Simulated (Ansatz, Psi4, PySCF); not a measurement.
Molecule: SiPH₄, charge 0, multiplicity 2. SMILES: [SiH2]P
Structure (B3LYP-D3(BJ)/def2-TZVP (Ansatz, a first-principles code) minimum search):
```
Si
H 1 1.4892
H 1 1.4892 2 108.42
P 1 2.2575 2 108.18 3 -117.10
H 4 1.4177 1 96.32 2 -73.60
H 4 1.4177 5 94.78 1 96.92
```
Charge 0, spin multiplicity 2.

Property: size of the dipole moment, in D. Terms: no spin-orbit coupling; six Cartesian d functions in 6-31G* and its kin unless marked 5d; no dispersion term unless named; UHF or UKS for open shells; non-relativistic; 6-311+G** with 5d, 6d on Na to Ar in Ansatz. First-principles rows: single points at B3LYP-D3(BJ) geometries (Ansatz).

```
level               program  size of the dipole moment (D)
------------------  -------  -----------------------------
SVWN5/6-31G*         Ansatz                           0.81
PBE/3-21G            Ansatz                           1.02
PBE/def2-SVP         Ansatz                           0.75
BLYP/6-31G*          Ansatz                           0.76
B3LYP/STO-3G         Ansatz                           0.92
B3LYP/3-21G          Ansatz                           1.06
B3LYP/6-31G*         Ansatz                           0.81
B3LYP/6-311+G**      Ansatz                           0.83
M06-2X/6-31G* (5d)    PySCF                           0.97
wB97X-D/6-311+G**      Psi4                           0.89
```

No value to compare with is used here. The 10 habitual levels span 0.75 (PBE/def2-SVP) to 1.06 D (B3LYP/3-21G).

The levels are drawn from those run, B3LYP/6-31G* more often than the rest, none by its result; left out are runs that failed, that the program found above a lower state of the same kind, or whose <S^2> lies over 0.5 above the pure value.
